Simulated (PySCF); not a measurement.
Simulated P 2p region for `B(P[SiH3])F`, binding energy against the vacuum level.

Every computed line was given a Gaussian of 0.8 eV full width at half maximum and an area set by the number of equivalent atoms (split 2:1 within a doublet); the highest printed point is 100. Level of theory: delta-SCF UKS SCAN, pcX-2 on the ionised atom, pcseg-1 elsewhere, spin-free X2C (PySCF 2.14.0).

binding energy (eV), intensity and a bar:
```
    135.1          0 
    135.2          1 
    135.3          3 #
    135.4          6 ##
    135.5         11 ###
    135.6         19 ######
    135.7         32 #########
    135.8         47 ##############
    135.9         65 ###################
    136.0         81 ########################
    136.1         94 ############################
    136.2        100 ##############################
    136.3         98 ##############################
    136.4         90 ###########################
    136.5         79 ########################
    136.6         68 ####################
    136.7         60 ##################
    136.8         55 #################
    136.9         54 ################
    137.0         54 ################
    137.1         53 ################
    137.2         49 ###############
    137.3         42 #############
    137.4         34 ##########
    137.5         25 #######
    137.6         17 #####
    137.7         10 ###
    137.8          6 ##
    137.9          3 #
    138.0          2 
    138.1          1 
    138.2          0 
    138.3          0
```

Task: How many maxima does the curve show, and how many computed lines lie under it?

Result: The curve has 1 maximum (at 136.2 eV). Under it lie 2 lines from 1 inequivalent phosphorus site, drawn as a 2p3/2, 2p1/2 pair. At this width some lines have no maximum of their own.

Task: Decompose the envelope and assign each component. Numbering: `[F:1][BH:2][PH:3][SiH3:4]`.

Result: 
```
position (eV)  relative area     line  atoms                  environment
       136.21           0.67  P 2p3/2     P3  three-coordinate phosphorus
       137.10           0.33  P 2p1/2     P3  three-coordinate phosphorus
```

Task: What are the centre and the root-mean-square width of the whole band?

Result: The area-weighted mean of the lines is 136.51 eV. Their own spread about it is 0.42 eV (rms) and each Gaussian has σ = 0.8/2.355 = 0.34 eV; the variances add, which gives 0.54 eV.

Shake-up satellites, vibrational structure and lifetime widths aren't simulated. Spin–orbit coupling isn't in the SCF: each 2p doublet comes from a relaxed spin-free hole plus a matrix of the shell (mean-field spin–orbit coupling and the ground-state 2p splitting), with 2p3/2 averaged over its two sublevels. 2p1/2 minus 2p3/2 (ligand field included): P 0.89 eV. Isolated species at its PBE0-D3(BJ)/def2-SVP geometry (one conformer only).

On Arm Neoverse V1, one thread (shared host), this took 30 s.

The values belong to the conformer `[F:1][BH:2][PH:3][SiH3:4]`: F1–B2–P3–Si4 -52°.
